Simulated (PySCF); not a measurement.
Molfile (atoms numbered from 1):
```
C2H8S3Si2
     RDKit          3D

 15 15  0  0  0  0  0  0  0  0999 V2000
   -2.6283    0.1014    0.4515 Si  0  0  0  0  0  4  0  0  0  0  0  0
   -1.7366   -0.1037   -1.5035 S   0  0  0  0  0  0  0  0  0  0  0  0
    0.0370    0.1011   -1.1715 C   0  0  2  0  0  0  0  0  0  0  0  0
    0.6298   -1.1952   -0.6782 C   0  0  0  0  0  0  0  0  0  0  0  0
    2.4334   -1.0527   -0.4447 S   0  0  0  0  0  0  0  0  0  0  0  0
    2.3807    0.8840    0.4652 Si  0  0  0  0  0  4  0  0  0  0  0  0
    0.3623    1.4604    0.0197 S   0  0  0  0  0  0  0  0  0  0  0  0
   -1.8560   -0.7090    1.3867 H   0  0  0  0  0  0  0  0  0  0  0  0
   -2.6361    1.5078    0.8172 H   0  0  0  0  0  0  0  0  0  0  0  0
   -3.9458   -0.4557    0.2038 H   0  0  0  0  0  0  0  0  0  0  0  0
    0.4782    0.3931   -2.1263 H   0  0  0  0  0  0  0  0  0  0  0  0
    0.4700   -1.9826   -1.4143 H   0  0  0  0  0  0  0  0  0  0  0  0
    0.1844   -1.4958    0.2705 H   0  0  0  0  0  0  0  0  0  0  0  0
    2.4977    0.8101    1.9099 H   0  0  0  0  0  0  0  0  0  0  0  0
    3.3249    1.7447   -0.2193 H   0  0  0  0  0  0  0  0  0  0  0  0
  1  2  1  0
  2  3  1  0
  3  4  1  0
  4  5  1  0
  5  6  1  0
  6  7  1  0
  7  3  1  0
  1  8  1  0
  1  9  1  0
  1 10  1  0
  3 11  1  6
  4 12  1  0
  4 13  1  0
  6 14  1  0
  6 15  1  0
M  END
```

Geometry: GFN2-xTB; GIAO shifts from PySCF 2.14, gas phase, non-relativistic, averaged over equivalent atoms.

At B97-D/cc-pVDZ (158 basis functions, 53 s wall time on 1 thread of an Arm Neoverse V1, shared host):
```tsv
atoms	δ (ppm)
Si6	-0.6
Si1	-61.0
C3	63.9
C4	49.1
H14	5.71
H15	5.63
H8/H9/H10	4.62
H11	4.45
H13	3.35
H12	2.99
```

References, each an isolated molecule treated in the same way: ²⁹Si (σ = 411.90 ppm), ¹³C (σ = 194.27 ppm), ¹H (σ = 31.86 ppm) vs TMS.

Estimate the result of repeating the calculation with PBE0/pcSseg-1.

## Answers


```tsv
atoms	δ at PBE0/pcSseg-1	change
Si6	-0.2	+0.4
Si1	-67.6	-6.6
C3	58.2	-5.7
C4	47.4	-1.7
H14	5.58	-0.13
H15	5.53	-0.10
H8/H9/H10	4.63	+0.01
H11	4.17	-0.28
H13	3.04	-0.31
H12	2.96	-0.03
```

Referencing at the same level of theory: ²⁹Si (σref 349.16) and ¹³C (σref 186.93) and ¹H (σref 31.72) vs TMS.

The largest change is at Si1 (silicon bonded to S, 3 H). Cost: 194 basis functions, 33 s wall time on 1 thread of an Arm Neoverse V1, shared host.
